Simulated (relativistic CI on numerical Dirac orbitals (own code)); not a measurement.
Calculated at this level of theory: Dirac-Coulomb-Breit CI, separate exchange-only KLI orbitals for each configuration, QED by a radiative potential, unscaled Slater integrals (own radial code, finite nucleus).

CI space (outside the closed core 1s2): 2s2.2p4, 2s.2p5, 2p6, 2p5.3s, 2p5.3p, 2p5.3d, 2s2.2p3.3s, 2s2.2p3.3p, 2s2.2p3.3d, 2s.2p4.3s, 2s.2p4.3p, 2s.2p4.3d, 2s2.2p3.4s, 2s2.2p3.4p, 2s2.2p3.4d, 2s2.2p3.4f, 2s.2p4.4s, 2s.2p4.4p, 2s.2p4.4d, 2s.2p4.4f, 2s2.2p2.3s2, 2s2.2p3.5s, 2s2.2p3.5p, 2s2.2p2.3s.3p, 2s2.2p3.5d, 2s2.2p3.5f, 2s2.2p3.5g, 2s2.2p2.3p2, 2s2.2p2.3s.3d, 2s2.2p2.3p.3d, 2s.2p3.3s2, 2s2.2p2.3d2, 2s.2p3.3s.3p, 2s.2p4.5s, 2s.2p3.3p2, 2s.2p4.5p. Levels of other configurations are missing.

At this charge energies of transitions that change n are usually good to better than 1 %, and those within a shell (Δn = 0) to a few per cent.

Outline of the computed level scheme of Se XXVII. Lowest level of each configuration: 2s2.2p4 3P_2 at 0.00 eV; 2s.2p5 3P°_2 at 185.69 eV; 2p6 1S_0 at 422.94 eV; 2s2.2p3.3s 5S°_2 at 1575.67 eV; 2s2.2p3.3p 5P_1 at 1617.19 eV; 2s2.2p3.3d 5D°_2 at 1678.29 eV.

Some strong electric-dipole decays among the lowest 45 levels: 2s2.2p3.3d 3D°_2 → 2s2.2p4 3P_2 (1.7e+13 s⁻¹); 2s2.2p3.3s 3S°_1 → 2s2.2p4 3P_2 (7.0e+12 s⁻¹); 2s2.2p3.3s 1D°_2 → 2s2.2p4 1D_2 (6.9e+12 s⁻¹); 2s2.2p3.3s 3D°_1 → 2s2.2p4 3P_1 (6.0e+12 s⁻¹); 2s2.2p3.3s 1P°_1 → 2s2.2p4 1S_0 (4.9e+12 s⁻¹); 2s2.2p3.3d 5D°_1 → 2s2.2p4 3P_2 (4.8e+12 s⁻¹); 2s2.2p3.3s 3P°_0 → 2s2.2p4 3P_1 (3.8e+12 s⁻¹); 2s2.2p3.3s 3D°_3 → 2s2.2p4 3P_2 (3.8e+12 s⁻¹).

LS names give the leading component of a level, which can be under half, so a name can repeat, a term be missing and a line seem to break the LS rules.
